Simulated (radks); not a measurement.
Initial-state core-level shifts of the nickel ion Ni+ when its valence configuration changes from [Ar] 3d9. Method: Dirac Kohn-Sham, PBEsol, spin-unpolarised, spherical densities, point nucleus; open shells fill j = l - 1/2 first; computed with a radial shooting solver on a logarithmic mesh with Libxc functionals. Shifts are changes of the shell-averaged eigenvalues in eV (positive: less bound).

valence	1s	2s	3s	3p
3d8 4p1	-7.408	-7.976	-7.484	-7.333
3d8 4s1	-5.804	-6.468	-5.874	-5.722
3d7 4s2	-13.003	-14.542	-12.864	-12.517
3d7.5 4s1 4p0.5	-10.042	-11.075	-10.049	-9.804
3d8.5 4p0.5	-3.535	-3.786	-3.602	-3.534
3d7.5 4p1.5	-11.590	-12.542	-11.599	-11.351
3d7 4p2	-16.060	-17.466	-15.913	-15.556
